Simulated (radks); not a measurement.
Q: The table gives one normalised radial function P(r) = r R(r) (large component) of Tc31+ in [He] 2s1 2p6 3s2 4s1 (r in bohr). Method: Dirac Kohn-Sham, PBE, spin-unpolarised, spherical densities, finite nucleus; Fermi nuclear charge, rms radius 4.4112 fm; computed with a radial shooting solver on a logarithmic mesh with Libxc functionals.

r	P
0.00117	0.2447
0.001663	0.3343
0.002384	0.4554
0.003389	0.6076
0.004858	0.7988
0.006908	1.0123
0.009901	1.2299
0.01408	1.3826
0.02002	1.3740
0.02869	1.0536
0.0408	0.3094
0.05848	-0.8691
0.08315	-2.0905
0.1192	-2.7507
0.1695	-2.3535
0.241	-1.2649
0.3454	-0.3603
0.4911	-0.0458
0.7039	-0.0017
1.001	0.0000
1.435	0.0000
2.04	0.0000

Which n and l does it have? It may be an empty orbital.

A: n = 2, l = 0: the number of nodes gives n - l - 1 = 1, the rise at small r points to l (this Dirac orbital starts outside the nucleus as r^gamma with gamma = sqrt((l + 1)^2 - (Z/c)^2) = 0.95; the j = 1/2 orbital of l + 1 starts with the same power, but with a smaller coefficient, and then steepens), and the extent must fit the shell. The curve is that of 2s1/2. 2s1/2: eigenvalue -4680.3 eV, 1 radial node at r = 0.0453 bohr, <r> = 0.146 bohr, 90 % of the charge inside 0.225 bohr.
